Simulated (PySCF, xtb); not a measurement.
Cd(H)(SeH) (CdH2Se), SMILES [CdH][SeH].

GFN2-xTB run with xtb at its own geometry gives an orbital gap of 4.09 eV and a dipole moment of 4.48 D.

Coordinates come from a B3LYP-D3(BJ)/def2-TZVP optimisation. The def2 effective core potentials stand for the cores of Cd; spin–orbit coupling is left out.

### Question
What does M06-2X/def2-TZVPD (PySCF) give? (Estimate from the structure and the level; the computed values follow.)

### Answer
gap 7.29 eV (levels -7.84 and -0.55 eV), dipole 1.51 D.
